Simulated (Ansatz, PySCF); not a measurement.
Energy difference R1 + R2 → P1, each structure at its B3LYP-D3(BJ)/def2-TZVP stationary point, reached from a drawn start (curvature not checked).
P1, H2O2S2 (SMILES OSSO) (charge 0, multiplicity 1):
```xyz
6

O      1.76342     0.64437    -0.24844
S      1.12708    -0.72954     0.48144
S     -0.52268    -1.23619    -0.48259
O     -1.82073    -0.45786     0.24854
H      1.43491     1.41477     0.23446
H     -1.98191     0.36455    -0.23342
```
R1: H2S (SMILES S), charge 0, multiplicity 1.
R2, SO2 (SMILES O=S=O) (charge 0, multiplicity 1):
```json
[
 {"atom": "S", "x (Å)": "0.0000", "y (Å)": "0.0000", "z (Å)": "0.4878"},
 {"atom": "O", "x (Å)": "0.0000", "y (Å)": "1.2386", "z (Å)": "-0.2438"},
 {"atom": "O", "x (Å)": "0.0000", "y (Å)": "-1.2386", "z (Å)": "-0.2438"}
]
```

P less R. No zero-point or thermal terms. One arrangement of each flexible species, with no search for the lowest.

Cores are frozen in the correlated methods.

Codes used: Ansatz (a first-principles code) with Gaussian orbitals; PySCF for the D3/D4 terms. No computed number here is a measurement.

Question: What is the computed reaction energy (PBE0-D3(BJ)/def2-TZVPP)?

Answer: -4 kJ/mol

Question: What reaction energy does CAM-B3LYP/def2-TZVPP give?

Answer: 19 kJ/mol

Question: What reaction energy does MP2/cc-pV(D+d)Z give?

Answer: 62 kJ/mol
